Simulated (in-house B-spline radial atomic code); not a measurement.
Configurations of Pr³⁺, with energies counted from [Xe] 4f2. All numbers are computed (scalar-relativistic (X2C) HSE06, spin-polarised, spherical fractional occupations, exact exchange averaged over the configuration; Fermi nucleus of rms radius 4.8919 fm) with a radial B-spline atomic code at the basis-set limit, not measured. Shells without spins written out take the highest spin.

Occupations are held fixed; configurations that lie above the ionisation limit could autoionise.

```tsv
configuration	E - E(ref) (eV)	highest orbital	its <r> (bohr)
[Xe] 4f1 6s1	12.364	6s up	3.215
[Kr] 4d9 4f2 5s2 5p6 5d1	119.35	5d up	2.18
[Kr] 4d9 4f2 5s2 5p6 6s1	123.75	6s up	3.201
[Kr] 4d9 4f2 5s2 5p6 6d1	135.2	6d up	4.855
```

Question: Order these further configurations by energy, lowest first.
A. [Kr] 4d10 4f2 5s2 5p5 6p1
B. [Kr] 4d10 4f3 5s2 5p5
C. [Kr] 4d9 4f3 5s2 5p6
D. [Xe] 4f1 5d1
E. [Xe] 4f1 6d1

Answer: D (8.1025 eV), B (17.361 eV), E (23.752 eV), A (31.18 eV), C (109.26 eV).
